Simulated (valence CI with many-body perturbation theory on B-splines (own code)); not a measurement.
Results of a calculation; reference values are marked as such.
# Cr9+: input, log and results

Level of theory: valence CI with perturbative core correlation (CI+MBPT): five valence electrons over a frozen Dirac-Fock core [Ne], radial functions for each j: 11 s, 11 p, 10 d, 8 f, 5 g, 2 h, with the one-electron correlation potential Σ1 (screened to all orders), the two-electron term Σ2, the three-electron term Σ3, Breit, model QED; selected single and double excitations, second order for the rest, scaled by the run's own slope (own B-spline code, finite nucleus).

Command, and the settings that its task file holds:

```sh
python run_cv.py task.json out
```

```
atom Cr  Z=24  mass_number=52  rms_radius_fm=3.6452
core [Ne]
valence 3s2 3p3
avg = 1
basis = M
breit = 1
cap = 32000
capref = 2000
cscale = 1
de = 0.0
dress = 0
eps = 2e-08
extrap = 1
h = 0.27
hh = 1
l2 = 3
lcore = 6
maxit = 60
n2 = 5
natural = 1
nlev = 150
nno = [5, 5, 5, 4, 2, 1]
nroot = 36
nsp = [6, 6, 5, 4, 3, 1]
pt2 = 1
qed = 1
rpa = 1
s1 = 1
s2 = 1
s3 = 1
screen = 1
tol = 2e-05
whole = 1
```

Question: Roughly how long does this run take on one core of Arm Neoverse V1, and how much memory?

Answer: 8.7 min on 1 thread of Arm Neoverse V1 (shared host), peak memory 1.2 GiB.

Log. The first blocks belong to the next ion, which gives the ionisation energy. Fields: 2J, parity (1 odd), roots, reference size, generating configurations, candidates as configurations/state functions, variational space P, stored matrix elements, Davidson steps; e2 is the range of second-order energies in hartree. The first line gives the box (bohr), its intervals, the orbitals and the steps of their self-consistent field. Window is the range of levels sought, series limit the energy at which the first omitted orbital would enter, core excitation an estimate of the first excitation out of the core, left out the lowest levels not solved, and shifts from estimates the range by which levels moved from their first estimate, all in cm⁻¹.

```
rmax 18.8 intervals 65 orbitals 83 references ['3s2 3p3', '3s 3p4', '3s2 3p2 3d', '3p5', '3s 3p3 3d'] scf 7 t 1.6
2J=0 par=0 roots 2 ref 24 generators 10 cand 2266/3174 P 2286/3198 nnz 1.3e+06 it 7
2J=0 par=0 roots 2 ref 24 generators 16 cand 5046/8056 P 7332/11254 nnz 7.7e+06 it 6
   second order: generators 48 cand 74337/152729 e2 -0.00008 -0.00008
2J=2 par=0 roots 2 ref 38 generators 12 cand 1152/3162 P 1171/3200 nnz 1.4e+06 it 8
2J=2 par=0 roots 2 ref 38 generators 23 cand 3855/12798 P 5026/15998 nnz 2.3e+07 it 8
   second order: generators 53 cand 79213/351388 e2 -0.00081 -0.00030
2J=4 par=0 roots 2 ref 55 generators 12 cand 1205/3129 P 1230/3184 nnz 1.6e+06 it 6
2J=4 par=0 roots 2 ref 55 generators 23 cand 3538/12812 P 4768/15996 nnz 2.7e+07 it 6
   second order: generators 44 cand 70422/425039 e2 -0.00045 -0.00037
reference levels 1256, estimated 521, window 881914 1/cm; series limit 1726911, core excitation 4628787
2J=3 par=1 roots 33 ref 170 generators 40 cand 448/2086 P 1504/6384 nnz 4.2e+06 it 11
2J=3 par=1 roots 33 ref 170 generators 90 cand 4043/25600 P 5547/31984 nnz 6.4e+07 it 11
   second order: generators 124 cand 241711/4005628 e2 -0.01315 -0.00380
2J=5 par=1 roots 31 ref 171 generators 36 cand 418/2325 P 1268/6241 nnz 4.5e+06 it 13
2J=5 par=1 roots 31 ref 171 generators 80 cand 3516/25757 P 4784/31998 nnz 6.9e+07 it 12
   second order: generators 114 cand 229416/4871966 e2 -0.01432 -0.00444
2J=1 par=1 roots 22 ref 105 generators 37 cand 1106/3771 P 2069/6389 nnz 3.4e+06 it 9
2J=1 par=1 roots 22 ref 105 generators 80 cand 5951/25517 P 8020/31906 nnz 5.3e+07 it 10
   second order: generators 112 cand 220184/2063619 e2 -0.00756 -0.00194
2J=5 par=0 roots 16 ref 145 generators 30 cand 592/2057 P 1432/7212 nnz 5.2e+06 it 9
2J=5 par=0 roots 16 ref 145 generators 50 cand 3636/24293 P 5068/31505 nnz 6.4e+07 it 17
   second order: generators 85 cand 174635/3329992 e2 -0.01314 -0.00440
2J=3 par=0 roots 18 ref 143 generators 31 cand 602/2051 P 1575/7185 nnz 4.9e+06 it 9
2J=3 par=0 roots 18 ref 143 generators 66 cand 4132/24640 P 5707/31825 nnz 6.1e+07 it 18
   second order: generators 93 cand 169537/2680925 e2 -0.01108 -0.00324
2J=1 par=0 roots 12 ref 90 generators 36 cand 1043/2789 P 2155/6392 nnz 3.4e+06 it 13
2J=1 par=0 roots 12 ref 90 generators 80 cand 6693/25522 P 8848/31914 nnz 5.1e+07 it 12
   second order: generators 101 cand 193526/1526548 e2 -0.00664 -0.00121
2J=7 par=0 roots 10 ref 101 generators 23 cand 662/2111 P 1377/6391 nnz 4.6e+06 it 10
...
2J=11 par=1 roots 4 ref 33 generators 35 cand 4108/25371 P 6192/31738 nnz 6.1e+07 it 12
   second order: generators 107 cand 249797/5549576 e2 -0.00775 -0.00511
2J=11 par=0 roots 2 ref 20 generators 4 cand 865/4016 P 1399/6510 nnz 4.4e+06 it 4
2J=11 par=0 roots 2 ref 20 generators 13 cand 3338/26059 P 4737/32569 nnz 8e+07 it 6
   second order: generators 39 cand 150733/3749274 e2 -0.00258 -0.00235
2J=13 par=0 roots 2 ref 5 generators 5 cand 1241/3962 P 2067/6474 nnz 4.1e+06 it 6
2J=13 par=0 roots 2 ref 5 generators 16 cand 3849/25933 P 5916/32407 nnz 7.4e+07 it 8
   second order: generators 54 cand 161847/3091407 e2 -0.00304 -0.00129
left out: unestimated 1167408, estimated 929083, shifts from estimates -138 to 446
operators 1.1
```

The Davidson iterations converged.

No measured levels were compared; by estimate levels of excited configurations hold to 0.05 to 0.15 % of their energy, terms of the ground configuration to about 0.5 %. Among the levels kept, up to 3100 cm⁻¹ of a level comes from second order outside the variational space, and about a tenth of that is noise between levels of different J, which matters for small intervals.

```yaml
Valence_energy: -56.90213 hartree
Ionisation_energy: "241.87 eV (NIST: 244.5 ± 0.5 eV (semi-empirical))"
Reference_configurations_for_the_orbitals: 3s2 3p3, 3s 3p4, 3s2 3p2 3d, 3p5, 3s 3p3 3d
Radial_orbitals: 83
Box_radius: 18.84 bohr
Largest_variational_space: 32569
Lowest_levels: 3s²3p³ ⁴S°_3/2 0.000, 3s²3p³ ²D°_3/2 4.629, 3s²3p³ ²D°_5/2 4.921, 3s²3p³ ²P°_1/2 7.967, 3s²3p³ ²P°_3/2 8.367, 3s3p⁴ ⁴P_5/2 28.996, 3s3p⁴ ⁴P_3/2 29.752, 3s3p⁴ ⁴P_1/2 30.116, 3s3p⁴ ²D_3/2 35.929, 3s3p⁴ ²D_5/2 36.051, 3s²3p²3d ²P_3/2 [a] 41.352, 3s3p⁴ ²P_1/2 41.854, 3s3p⁴ ²S_1/2 43.290, 3s²3p²3d ⁴F_3/2 45.591 eV
```

Names give the largest LS component (configuration and term), which can be under half, so a name can repeat, a term be missing and a line seem to break the LS rules; names also repeat where a configuration has a term twice. Letters in brackets count levels of one name in rising energy.
